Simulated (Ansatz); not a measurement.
CH2FGaO, SMILES `O=[CH][GaH][F]`, charge 0, multiplicity 1.

Q: Give a relaxed structure at PBE0-D4/def2-TZVP (Ansatz). (Best estimate.)

A: The calculation gave: 
Cartesian coordinates in Å:
```
O 1.1397 0.9157 1.4178
C 0.6850 -0.0508 0.8667
Ga -0.5650 0.1617 -0.7184
F -1.1056 -1.3881 -1.3594
H 0.9500 -1.0721 1.2268
H -1.1041 1.4337 -1.4336
```
Point group Cs.
